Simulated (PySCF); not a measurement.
Gas-phase reaction: 2 SiHI3 + 2 SiH4 = 3 I2 + 2 Si2H5

Energies from PySCF, thermal terms from the rigid-rotor harmonic-oscillator model, ideal gas at 1 bar. † marks an energy on the PBE0/def2-TZVP geometry and frequencies; other levels use their own. CCSD(T) freezes the core. Open shells (unrestricted): Si2H5 (multiplicity 2); the rest are closed-shell singlets. I: scalar-relativistic def2 core potential, no spin-orbit coupling. Si2H5: computed as isolated molecules; such fragments, hydroxides, amides, oligomers or adducts are transient or little studied in the gas. CCSD(T) isn't extrapolated to the basis-set limit; its ΔH°(298 K) is 738.2 kJ in def2-SVP and 777.6 kJ in def2-TZVPP. The harmonic model lacks anharmonicity and excited electronic states, which grow with temperature; levels with a mode under 35 cm⁻¹ are left out. Internal rotation in Si2H5 is treated as a harmonic vibration of one conformer, which makes the entropy rough. Soft modes under 120 cm⁻¹ make the harmonic entropy rough for SiHI3.

```csv
level,"ΔE electronic, kJ","ΔH°(298 K), kJ","ΔS°(298 K), J/K","ΔG°(600 K), kJ"
BLYP/def2-TZVP†,671,660,203,538
CCSD(T)/def2-SVP†,750,738,203,616
M06-2X/def2-TZVP†,780,768,203,646
PBE0/def2-QZVP†,734,723,203,600
PBE0/def2-TZVP,743,731,203,609
```
ΔH° is lowest at BLYP/def2-TZVP† and highest at M06-2X/def2-TZVP†. No reference value is set beside these.
